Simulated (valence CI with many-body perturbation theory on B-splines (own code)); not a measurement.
## E1 transitions of Al IX

Method: configuration interaction combined with many-body perturbation theory (CI+MBPT): three valence electrons over a frozen Dirac-Fock core [He], radial functions for each j: 11 s, 11 p, 10 d, 8 f, 5 g, 2 h, with the one-electron correlation potential Σ1, the two-electron term Σ2, the three-electron term Σ3, Breit, model QED; selected CI, second order for the rest, scaled by the run's own slope (own B-spline code, finite nucleus).

No measured levels were compared; by estimate levels of excited configurations hold to 0.05 to 0.15 % of their energy, terms of the ground configuration to about 0.5 %.

Lines 101 to 150 of 584 in falling wavelength, among levels below 289.44 eV, chosen from the strongest by gf and those to the six lowest levels. Wavelengths and rates use the calculated energies, so an error of 300 cm⁻¹ moves a line at 150.0 nm by 0.45 % and its rate by three times that or more. Electric multipoles are in the length gauge, E1 and E2 with the static RPA response of the core. Weak lines are less certain than strong ones. Lines between different terms over intervals too small for the method are left out, as are lines whose strength nearly cancels. Where a level lies close to another of its J and parity, the split of strength between their lines is uncertain.

Names give the largest LS component (configuration and term), which can be under half, so a name can repeat, a term be missing and a line seem to break the LS rules; names also repeat where a configuration has a term twice. Letters in brackets count levels of one name in rising energy.

```tsv
λ vac (nm)	Upper	Lower	A (s⁻¹)	S (a.u.) with core polarisation	S without
150.0	2s 2p 3p 2D_3/2 [a]	2s 2p 3s 2P°_1/2 [a]	2.21e+08	1.47e+00	1.47e+00
148.8	2s 2p 3p 4D_7/2	2s 2p 3s 4P°_5/2	2.97e+08	3.86e+00	3.86e+00
148.4	2s 2p 3d 4P°_5/2	2s 2p 3p 4S_3/2	1.72e+08	1.66e+00	1.66e+00
148.0	2s 2p 3p 4D_5/2	2s 2p 3s 4P°_3/2	2.23e+08	2.14e+00	2.14e+00
147.8	2s2 3d 2D_5/2	2s2 3p 2P°_3/2	2.45e+08	2.34e+00	2.34e+00
145.7	2s2 3d 2D_3/2	2s2 3p 2P°_1/2	2.12e+08	1.29e+00	1.29e+00
145.6	2p2 3p 4P°_3/2	2p2 3s 4P_1/2	1.31e+08	7.98e-01	7.99e-01
143.6	2s 2p 3p 2D_3/2 [b]	2s 2p 3s 2P°_1/2 [b]	1.59e+08	9.29e-01	9.29e-01
143.2	2s 2p 3p 2D_5/2 [b]	2s 2p 3d 4P°_3/2	9.20e+07	8.00e-01	8.00e-01
142.9	2s 2p 3p 2D_5/2 [b]	2s 2p 3s 2P°_3/2 [b]	1.77e+08	1.53e+00	1.53e+00
142.9	2p2 3p 2P°_1/2 [c]	2p2 3s 2S_1/2	3.59e+08	1.03e+00	1.03e+00
141.9	2p2 3p 2P°_3/2 [c]	2p2 3s 2S_1/2	3.67e+08	2.07e+00	2.07e+00
140.3	2s 2p 3d 4D°_7/2	2s 2p 3p 4D_7/2	6.64e+07	7.25e-01	7.24e-01
139.3	2p2 3d 4P_5/2	2p2 3p 4P°_5/2	1.53e+08	1.23e+00	1.23e+00
137.9	2s2 3p 2P°_1/2	2s2 3s 2S_1/2	3.40e+08	8.81e-01	8.81e-01
135.7	2s 2p 3d 2F°_7/2 [a]	2s 2p 3p 2D_5/2 [a]	3.81e+08	3.76e+00	3.76e+00
135.5	2s2 3p 2P°_3/2	2s2 3s 2S_1/2	3.59e+08	1.76e+00	1.76e+00
135.5	2s 2p 3d 2F°_5/2 [a]	2s 2p 3p 2D_3/2 [a]	3.55e+08	2.61e+00	2.61e+00
134.5	2p2 3d 2D_3/2 [a]	2p2 3p 2P°_1/2 [a]	2.36e+08	1.13e+00	1.13e+00
133.7	2p2 3d 2D_5/2 [a]	2p2 3p 2P°_3/2 [a]	2.95e+08	2.09e+00	2.09e+00
128.6	2s 2p 3p 4S_3/2	2s 2p 3s 4P°_5/2	1.65e+08	6.92e-01	6.93e-01
127.4	2s 2p 3d 2D°_5/2 [a]	2s 2p 3p 2P_3/2 [a]	2.05e+08	1.25e+00	1.25e+00
126.7	2p2 3p 2D°_5/2 [b]	2p2 3s 2D_5/2	3.86e+08	2.33e+00	2.33e+00
126.4	2p2 3p 2D°_3/2 [b]	2p2 3s 2D_3/2	3.49e+08	1.39e+00	1.39e+00
125.8	2s 2p 3d 2D°_3/2 [a]	2s 2p 3p 2P_1/2 [a]	1.78e+08	7.00e-01	7.00e-01
123.8	2s 2p 3p 4S_3/2	2s 2p 3s 4P°_3/2	1.98e+08	7.42e-01	7.43e-01
114.9	2s 2p 3p 2S_1/2 [a]	2s 2p 3s 2P°_3/2 [a]	4.73e+08	7.09e-01	7.09e-01
113.0	2s 2p 3p 4P_3/2	2s 2p 3s 4P°_5/2	4.20e+08	1.20e+00	1.20e+00
111.2	2s 2p 3p 4P_5/2	2s 2p 3s 4P°_5/2	5.58e+08	2.27e+00	2.27e+00
111.0	2s 2p 3p 4P_1/2	2s 2p 3s 4P°_3/2	6.49e+08	8.76e-01	8.76e-01
110.9	2p2 3p 4S°_3/2	2p2 3s 4P_5/2	4.88e+08	1.31e+00	1.31e+00
107.8	2p2 3p 4S°_3/2	2p2 3s 4P_3/2	3.00e+08	7.41e-01	7.42e-01
107.6	2s 2p 3p 4P_5/2	2s 2p 3s 4P°_3/2	2.22e+08	8.19e-01	8.20e-01
107.4	2s 2p 3p 4P_3/2	2s 2p 3s 4P°_1/2	2.71e+08	6.64e-01	6.64e-01
104.1	2p2 3p 2P°_3/2 [b]	2p2 3s 2D_5/2	5.78e+08	1.29e+00	1.29e+00
102.9	2p2 3p 2D°_5/2 [b]	2p2 3s 2P_3/2	4.79e+08	1.54e+00	1.55e+00
99.59	2p2 3p 2D°_3/2 [b]	2p2 3s 2P_1/2	4.37e+08	8.53e-01	8.54e-01
92.63	2p2 3d 2D_5/2 [b]	2p2 3p 2D°_5/2 [a]	2.14e+08	5.03e-01	5.03e-01
87.48	2p2 3p 2P°_3/2 [b]	2p2 3s 2P_3/2	4.87e+08	6.44e-01	6.45e-01
84.62	2s 2p 3d 2P°_3/2 [a]	2s 2p 3p 2P_3/2 [a]	3.80e+08	4.55e-01	4.55e-01
83.09	2p2 3p 2D°_3/2 [a]	2s 2p 3p 2P_1/2 [b]	3.88e+08	4.40e-01	4.41e-01
81.49	2p2 3p 2D°_5/2 [a]	2s 2p 3p 2P_3/2 [b]	4.09e+08	6.55e-01	6.57e-01
73.42	2p2 3p 2P°_3/2 [a]	2s 2p 3p 2P_3/2 [b]	4.99e+08	3.90e-01	3.91e-01
62.86	2p2 3p 2F°_5/2	2s 2p 3p 2D_3/2 [b]	7.98e+08	5.87e-01	5.91e-01
62.67	2p2 3p 2F°_7/2	2s 2p 3p 2D_5/2 [b]	9.61e+08	9.34e-01	9.40e-01
61.38	2p3 2D°_5/2	2s 2p2 2P_3/2	8.94e+08	6.12e-01	6.16e-01
61.22	2p2 3d 2D_3/2 [b]	2s 2p 3d 2D°_3/2 [b]	1.02e+09	4.60e-01	4.63e-01
60.59	2p2 3d 2D_5/2 [b]	2s 2p 3d 2D°_5/2 [b]	7.86e+08	5.17e-01	5.21e-01
60.29	2p3 2D°_3/2	2s 2p2 2P_1/2	8.23e+08	3.56e-01	3.58e-01
59.23	2p2 3d 2P_3/2 [b]	2s 2p 3d 2P°_3/2 [b]	1.06e+09	4.36e-01	4.38e-01
```
